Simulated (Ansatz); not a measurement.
Consider the cleavage of the Si–B bond: `F[SiH2]B[SiH3]` + `[OH][In]([OH])[SH]` → `[OH][In]([SH])[O][SiH3]` + `B[SiH2]F`.

Computed with Ansatz on PBE0-D4/def2-TZVP structures; ΔE is electronic, products minus reactants. CCSD(T)/CBS is the MP2 limit (def2-TZVPP, def2-QZVPP) plus CCSD(T) − MP2 in def2-TZVPP, frozen cores. Elements past krypton have def2 core potentials. For In outer-core shells are correlated without core-valence functions, which leaves a few kJ/mol of doubt a bond. One conformer a species, not always the lowest.

| species | CCSD(T)/CBS(def2) energy (Eh) |
| --- | --- |
| `F[SiH2]B[SiH3]` | -706.36214 |
| `[OH][In]([OH])[SH]` | -739.81423 |
| `[OH][In]([SH])[O][SiH3]` | -1030.13461 |
| `B[SiH2]F` | -416.08532 |

Q: Work out ΔE.

A: ΔE = (-1030.13461) + (-416.08532) − (-706.36214) − (-739.81423) = -0.04356 Eh = -1.19 eV.

Largest T1 diagnostic among the species: 0.016.

Leaving LDA and LC-ωPBE aside and taking each functional with its dispersion term where it has one, the values, not all of them listed here, spread over 0.41 eV, from BHLYP-D4 to revPBE-D4. At CCSD(T), def2-SVP lies +0.06 eV from the extrapolated value and def2-TZVPP +0.00 eV. From PBE to PBE0 (25 % exact exchange), in def2-TZVPP and without D4, ΔE moves by −0.12 eV.
